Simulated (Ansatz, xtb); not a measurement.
# Isomers of CH2OSe in order of energy

5 gas-phase structures of CH2OSe, found in a search over its isomers (lower ones may exist). Each was relaxed with GFN2-xTB; where two conformers were screened, the lower at r2SCAN-D4/def2-SVP is listed:

A. `OC=[Se]`, a singlet
B. `O=C[SeH]`, a singlet
C. `C=[Se]=O`, a singlet
D. `C1O[Se]1`, a singlet
E. `C=[O+][Se-]`, a singlet

Question: Make a reasoned guess at their ranking by r2SCAN-D4/def2-SVP single-point energy.

Answer: Calculated order at r2SCAN-D4/def2-SVP: B (0.0), A (9.4), D (38.8), C (49.6), E (49.9) kcal/mol. Less than 1 kcal/mol parts C and E, so the order within that pair means little.

Energies above the lowest of each column, in kcal/mol; the last columns are at PBE0-D4/def2-TZVP geometries and were run for some of them only (a dash: not run or not comparable):

| structure | GFN2-xTB | HF/STO-3G | r2SCAN-D4/def2-SVP | PBE0-D4/def2-TZVP | CCSD(T)/def2-TZVPP |
| --- | --- | --- | --- | --- | --- |
| B | 0.0 | 0.0 | 0.0 | 0.0 | 0.0 |
| A | 2.7 | 11.9 | 9.4 | 8.3 | 7.3 |
| D | 8.9 | 17.5 | 38.8 | – | – |
| C | 28.1 | 120.0 | 49.6 | – | – |
| E | 19.7 | 48.7 | 49.9 | – | – |

Every level run on B puts it lowest or level with the lowest. Flexible structures stand in one conformer each, not always the lowest. Frequencies (PBE0-D4/def2-TZVP) were run for A, B alone.

Over these structures GFN2-xTB departs from r2SCAN-D4/def2-SVP by 11.4 kcal/mol on average once a common shift is removed. A GFN2-xTB relaxation took about 0.042 s and the r2SCAN-D4/def2-SVP energy about 1 s on a shared host (Ansatz 0.2.0, xtb 6.7.1).
